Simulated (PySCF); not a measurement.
Input file for PySCF: R-B3LYP/6-31G* on H2O (SMILES O) with ghost functions, monomers drawn apart or pushed together.

```python
from pyscf import gto, scf, dft, mp
from pyscf.data.elements import chemcore

mol = gto.M(
    atom='''
    O    -0.09233564    0.24595125    0.60454593
    H     0.77791662    0.27314134    0.19175156
    H    -0.55068712   -0.49808502    0.19858741
    ghost-O    0.43368976   -0.64574156    4.92289894
    ghost-H    0.27349464   -0.36968679    4.00620890
    ghost-H    0.03802373    0.03972952    5.46906830
    ''',
    basis='6-31g*',
    cart=True,
    charge=0, spin=0, verbose=3, max_memory=1800)
mf = dft.RKS(mol, xc='b3lyp')
mf.conv_tol = 1e-8
mf.max_cycle = 100
mf.kernel()
if not mf.converged:
    mf = mf.newton().run(mf.mo_coeff, mf.mo_occ)
```

Output:

```
converged SCF energy = -76.4092945451886
```

The calculation finished and met its thresholds.

Cost: about 1.0 core-seconds (a rough figure).
